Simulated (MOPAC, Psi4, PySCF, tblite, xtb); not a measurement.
Dimer C3H8 ··· H2Se (SMILES CCC and [SeH2]), singlet at R = 3.82 Å between the centres of mass, closest contact 2.50 Å (lowest of the rigid-body minima from ten starts at GFN2-xTB). Geometry in Å and degrees:

```
C
H 1 1.0941
H 1 1.0941 2 106.13
C 1 1.5265 2 109.44 3 -117.99
H 4 1.0916 1 111.60 2 57.94
H 4 1.0929 5 107.77 1 -122.13
H 4 1.0929 5 107.77 6 -115.74
C 1 1.5265 2 109.44 3 117.99
H 8 1.0916 1 111.60 2 -57.96
H 8 1.0929 9 107.77 1 122.13
H 8 1.0929 9 107.77 10 115.74
H 3 2.5048 1 118.48 2 -179.02
Se 12 1.4704 3 132.13 1 -20.20
H 13 1.4704 12 91.29 3 176.85
```

Levels: GFN2-xTB (tblite); SAPT0/jun-cc-pVDZ, frozen core (Psi4); BLYP/def2-TZVP, counterpoise-corrected (Psi4); BLYP-D3(BJ)/def2-TZVP, counterpoise-corrected (Psi4); PBE/def2-TZVP, counterpoise-corrected (Psi4); PBE-D3(BJ)/def2-TZVP, counterpoise-corrected (Psi4); HF/aug-cc-pVDZ, counterpoise-corrected (Psi4); MP2/aug-cc-pVDZ = DF-MP2/aug-cc-pVDZ, frozen core, counterpoise-corrected (Psi4); SCS-MP2/aug-cc-pVDZ = DF-SCS-MP2/aug-cc-pVDZ, frozen core, counterpoise-corrected (Psi4); PM6, restricted, heats of formation (MOPAC); AM1, restricted, heats of formation (MOPAC); GFN1-xTB (xtb); RKS-B3LYP/6-31G* = restricted B3LYP/6-31G*, spherical d, no counterpoise correction (PySCF 2.14.0); RKS-B3LYP/LANL2DZ = restricted B3LYP/LANL2DZ, with its core potentials past Ne, no counterpoise correction (PySCF); RHF/3-21G = restricted Hartree-Fock/3-21G, no counterpoise correction (PySCF 2.14.0); RHF/STO-3G = restricted Hartree-Fock/STO-3G, no counterpoise correction (PySCF).

Question: What interaction energy does each level give?

Answer: 
| method | E_int / kcal/mol |
|---|---|
| GFN2-xTB | -2.74 |
| PBE-D3(BJ)/def2-TZVP | -1.57 |
| BLYP-D3(BJ)/def2-TZVP | -1.54 |
| GFN1-xTB | -1.02 |
| MP2/aug-cc-pVDZ | -0.98 |
| SAPT0/jun-cc-pVDZ | -0.41 |
| AM1 | -0.41 |
| SCS-MP2/aug-cc-pVDZ | -0.31 |
| PBE/def2-TZVP | 0.02 |
| RKS-B3LYP/LANL2DZ | 0.50 |
| RHF/3-21G | 0.59 |
| RKS-B3LYP/6-31G* | 0.62 |
| RHF/STO-3G | 0.81 |
| PM6 | 1.10 |
| BLYP/def2-TZVP | 1.61 |
| HF/aug-cc-pVDZ | 1.83 |
